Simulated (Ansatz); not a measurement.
Mulliken charges of `[SH][Zn][Br]` from PBE/def2-TZVPP in Ansatz (PBE0-D4/def2-TZVP geometry).

```csv
atom,x (Å),y (Å),z (Å),charge (e)
S1,-0.787,1.127,-0.893,-0.253
Zn2,0.019,-0.640,0.043,0.381
Br3,0.832,-2.491,0.992,-0.246
H4,-0.008,1.943,-0.161,0.118
```

By hand: the dipole of these point charges (1 e Å = 4.8032 D).

Σ q r = (0.001, 0.313, -0.021) e Å, of length 0.314 e Å = 1.51 D.

How does the dipole of the full density compare? (Best estimate.)

The calculation gave: (0.029, 0.211, 0.015) e Å, 1.03 D; the point charges give 1.47 times that, at 11° from its direction.

Point charges leave out the atoms' own dipoles, such as those of lone pairs, and Mulliken's split depends on the basis, so the two needn't agree.
